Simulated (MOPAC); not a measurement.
MOPAC input (MNDO):

```
MNDO PRECISE GNORM=0.05 LET XYZ CHARGE=1 GEO-OK AUX(PRECISION=9) THREADS=1
H7O3Si2

O     0.21607400 1   -1.02505400 1   -1.52572200 1
Si   -0.24921000 1   -0.21058600 1   -0.21054200 1
O    -1.81190900 1   -0.34414600 1    0.17640700 1
O     0.26143000 1   -1.57030400 1    0.93222400 1
Si    0.89484100 1    1.75922600 1    0.36128400 1
H     0.48595200 1   -0.63576100 1   -2.36274900 1
H    -2.45708900 1    0.36897700 1    0.16128100 1
H    -0.42565000 1   -1.91151200 1    1.53194300 1
H     0.76263800 1   -2.30391900 1    0.53362100 1
H     2.33296600 1    1.45470900 1    0.24040700 1
H     0.48934600 1    2.09268700 1    1.73968000 1
H     0.44824800 1    2.76989200 1   -0.61782800 1
```

From the output:

```
                                                       MOPAC v23.2.5 Linux

          FINAL HEAT OF FORMATION =        -68.00780 KCAL/MOL =    -284.54462 KJ/MOL

          COSMO AREA              =        142.51 SQUARE ANGSTROMS
          COSMO VOLUME            =        135.63 CUBIC ANGSTROMS

          GRADIENT NORM           =          0.04749          =       0.01371 PER ATOM
          IONIZATION POTENTIAL    =         15.141533 EV
          HOMO LUMO ENERGIES (EV) =        -15.142 -4.322
          NO. OF FILLED LEVELS    =         16
          MOLECULAR WEIGHT        =        111.2245         POINT GROUP:  Cs

          MOLECULAR DIMENSIONS (Angstroms)

            Atom       Atom       Distance
            H    10    H     7     5.19823
            H    12    H     9     4.89805
            H     6    H    11     4.16667

          SCF CALCULATIONS        =         92

   ATOM   CHEMICAL          X               Y               Z
  NUMBER   SYMBOL      (ANGSTROMS)     (ANGSTROMS)     (ANGSTROMS)

     1       O          0.17103249  *  -0.86049196  *  -1.57043863  *
     2      Si         -0.18310010  *  -0.13183301  *  -0.16341738  *
     3       O         -1.78603592  *  -0.20333484  *   0.08460262  *
     4       O          0.24085647  *  -1.58078417  *   0.91334065  *
     5      Si          0.94937180  *   1.75858364  *   0.42341075  *
     6       H         -0.37241607  *  -1.25526987  *  -2.21612291  *
     7       H         -2.47724194  *  -0.54906804  *  -0.43577019  *
     8       H         -0.27819228  *  -1.86133679  *   1.66074579  *
     9       H          0.88145610  *  -2.24713995  *   0.68464260  *
    10       H          2.26764519  *   1.43143176  *   0.32923689  *
    11       H          0.58020594  *   2.01664720  *   1.70816225  *
    12       H          0.55646076  *   2.71256282  *  -0.46208693  *

                             CARTESIAN COORDINATES

   1    O        0.171032486    -0.860491959    -1.570438625
   2   Si       -0.183100097    -0.131833009    -0.163417377
   3    O       -1.786035918    -0.203334838     0.084602617
   4    O        0.240856470    -1.580784172     0.913340652
   5   Si        0.949371797     1.758583636     0.423410752
   6    H       -0.372416069    -1.255269871    -2.216122908
   7    H       -2.477241941    -0.549068041    -0.435770186
   8    H       -0.278192278    -1.861336791     1.660745791
   9    H        0.881456098    -2.247139947     0.684642602
  10    H        2.267645189     1.431431760     0.329236887
  11    H        0.580205944     2.016647196     1.708162252
  12    H        0.556460764     2.712562818    -0.462086928

           Empirical Formula: H7 O3 Si2  =    12 atoms

      MOLECULAR POINT GROUP   :   Cs

                  EIGENVALUES
 -48.79258 -44.94284 -43.07581 -27.09158 -26.31489 -23.99733 -23.56033 -22.71014
 -20.02014 -18.33557 -17.62501 -16.84482 -16.77525 -16.62395 -16.57651 -15.14153
  -4.32157  -3.47709  -2.06302  -1.96799  -1.79266  -1.28577  -1.15518  -0.46183
   0.22088   2.48091   2.79553

              NET ATOMIC CHARGES AND DIPOLE CONTRIBUTIONS

  ATOM NO.   TYPE          CHARGE      No. of ELECS.   s-Pop       p-Pop
    1          O          -0.665905        6.6659     1.77473     4.89117
    2         Si           1.142187        2.8578     1.22093     1.63688
    3          O          -0.665834        6.6658     1.77473     4.89111
    4          O          -0.332274        6.3323     1.71781     4.61447
    5         Si           1.458565        2.5414     1.04847     1.49297
    6          H           0.251139        0.7489     0.74886
    7          H           0.251120        0.7489     0.74888
    8          H           0.284268        0.7157     0.71573
    9          H           0.284282        0.7157     0.71572
   10          H          -0.339734        1.3397     1.33973
   11          H          -0.339046        1.3390     1.33905
   12          H          -0.328767        1.3288     1.32877
 DIPOLE           X         Y         Z       TOTAL
 POINT-CHG.     2.259    -0.324     2.804     3.615
 HYBRID        -1.890    -2.858    -1.102     3.599
 SUM            0.370    -3.182     1.701     3.627

          ATOMIC ORBITAL ELECTRON POPULATIONS

     Atom    s        px        py        pz
    1  O   1.77473   1.68875   1.76205   1.44037
    2 Si   1.22093   0.55507   0.61365   0.46816
    3  O   1.77473   1.32990   1.84761   1.71360
    4  O   1.71781   1.55069   1.52722   1.53656
    5 Si   1.04847   0.50571   0.45276   0.53450
    6  H   0.74886
    7  H   0.74888
    8  H   0.71573
    9  H   0.71572
   10  H   1.33973
   11  H   1.33905
   12  H   1.32877

 **********************
 *                    *
 * JOB ENDED NORMALLY *
 *                    *
 **********************

 == MOPAC DONE ==
```

The dipole moment of an ion depends on the origin.

The geometry given is a B3LYP-D3(BJ)/def2-TZVP minimum.
